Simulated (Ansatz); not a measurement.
Ansatz results at the PBE0-D4/def2-TZVP geometry: size of the dipole moment (ωB97M-V/def2-TZVPP) 2.27 D; size of the dipole moment (PBE/def2-TZVPP) 2.15 D; size of the dipole moment (B3LYP/def2-TZVPP) 2.23 D.

Each molecule was computed in one conformer, which needn't be the lowest.

Which molecule gave them?
A. `[NH2][SnH][F]`•
B. `CC[Se]`•
C. `C[SiH]N=C=O`•
D. `[OH][Ge]([OH])[Cl]`•

D. The others give `[NH2][SnH][F]`•: 3.32, 3.13, 3.33; `CC[Se]`•: 1.64, 1.69, 1.67; `C[SiH]N=C=O`•: 2.49, 2.43, 2.53.

B3LYP here is the variant with VWN-RPA as its local correlation; programs differ in this.
